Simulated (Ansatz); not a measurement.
`[CH3][Ti]([OH])([F])[Cl]` + H₂S → `[OH][Ti]([F])([SH])[Cl]` + CH₄  (ligand exchange at a Ti–C bond)

Computed with Ansatz on PBE0-D4/def2-TZVP structures; ΔE is electronic, products minus reactants. CCSD(T)/CBS adds triple-zeta CCSD(T) − MP2 to the extrapolated MP2 energy (def2 sets, frozen cores). This one scheme is used for every species. Functionals use def2-TZVPP. For Ti outer-core shells are correlated without core-valence functions, which leaves a few kJ/mol of doubt a bond. Scalar relativity is left out up to krypton. One conformer a species, not always the lowest.

```csv
level,ΔE (eV)
PBE-D4,-1.37
ωB97X-V,-1.19
r2SCAN,-1.36
SCS-MP2/def2-QZVPP,-1.23
```

What does CCSD(T)/CBS give? (Estimate.)

Ansatz gave: -1.21 eV. The listed levels differ from it by -0.16, 0.02, -0.15, -0.02 eV.

Largest T1 diagnostic among the species: 0.025, so the coupled-cluster value is less sure than usual.

From PBE to PBE0 (25 % exact exchange), in def2-TZVPP and without D4, ΔE moves by +0.08 eV. In def2-TZVPP, CCSD(T) changes the Hartree–Fock value by −0.16 eV (the triples alone add −0.13 eV) and MP2 by −0.26 eV.

CCSD(T)/CBS has its own doubt, a few kJ/mol and more with outer-core shells, so smaller differences from it don't rank the levels.
